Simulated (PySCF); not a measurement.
Be(F)(SeH) (BeFHSe), SMILES [F][Be][SeH].

The structure is a stationary point at r2SCAN-D4/def2-TZVP. The values are those of a single conformer.

The numbers are results of CAM-B3LYP/def2-TZVPD in PySCF, not measurements.

Computed frontier levels, gap, dipole moment and polarisability:
- highest occupied level: -8.77 eV
- lowest empty level: -0.18 eV
- orbital gap: 8.59 eV
- dipole moment: 0.76 D
- quadrupole, principal values (traceless, Buckingham form, about the centre of nuclear charge): -8.25, 0.97, 7.28 D·Å
- mean static polarisability: 43.1 bohr³ (6.38 Å³)
- polarisability, principal values: 39.0, 39.7, 50.5 bohr³
